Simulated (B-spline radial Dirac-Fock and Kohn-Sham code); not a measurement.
## Binding energies of I⁴³⁺

System: iodine as I⁴³⁺ in the configuration [He] 2s2 2p6; nuclear rms radius 4.75 fm (A = 127).

These are calculated numbers from a radial atomic solver; the model is Dirac-Fock energy differences between relaxed states, corrected for Breit and QED terms. No correlation. Energies are counted from the vacuum level.

All terms are in eV, carry their sign (relaxation lowers the binding energy) and add up to the binding energy; ⟨r⟩ is the mean radius of the orbital in the initial state.

```tsv
subshell	−ε (Koopmans)	relaxation	Gaunt	retardation	QED	binding energy	⟨r⟩ (bohr)
1s	36270.1	-21.02	-81.08	6.06	-39.41	36134.7	0.027
2s	7960.2	-2.29	-8.03	0.43	-5.28	7945.0	0.114
2p1/2	7661.9	-3.58	-14.22	1.51	0.24	7645.9	0.096
2p3/2	7349.2	-3.06	-10.04	1.85	-0.34	7337.6	0.102
```

For the deepest level, K (1s), the Breit terms make up -0.208 % of the binding energy, QED -0.109 % and orbital relaxation -0.058 %.

Going to the tabulated ground configuration of the next ion removes an electron from L3 (2p3/2), computed at 7337.6 eV. NIST lists 7337 ± 4 eV as the ionisation energy of this species (theoretical), -0.60 eV from the computed value, within the stated uncertainty.
